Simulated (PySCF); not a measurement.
TlO and its ions

UHF-CCSD(T); basis Tl aug-cc-pVDZ-PP with ECP60, O aug-cc-pVDZ; scalar-relativistic core potentials; PySCF 2.14. Neutral (UHF): doublet (π ↑), Re = 2.211 Å, ωe = 450 cm⁻¹, De = 3.02 eV.

TlO⁻ (RHF): singlet (closed shell), Re = 2.046 Å, ωe = 576 cm⁻¹. The energies at the minima are -246.61913 hartree for TlO and -246.68968 for TlO⁻.

Task: Work out the adiabatic electron affinity, without and with harmonic zero-point energies (1 hartree = 27.2114 eV, 1 eV = 8065.5 cm⁻¹), and the change of the bond length.

Result: At CCSD(T): 0.07055 hartree = 1.920 eV between the minima; the zero-point term (450.0 − 576.0)/2 cm⁻¹ = -0.008 eV makes it 1.912 eV. Re changes by -16.5 pm against the neutral. The electron enters a π orbital, and the shorter bond of the ion fits a bonding orbital, or a change in how ionic the bond is.

Correlated steps freeze 5 core orbitals. Correlated levels converge slowly with the basis: in double zeta they bind strong bonds too weakly, by up to about 1 eV, and carry superposition errors of some tenths. Spin–orbit coupling is left out, which matters for elements this heavy, above all for dissociation energies. The CCSD T1 diagnostic is raised in TlO⁻, a sign that a single reference may not be enough there. States were picked by a PBE0 search and need not be the measured ground states.

Neutral and ion stand on different kinds of reference determinant, which adds to the error of the difference.
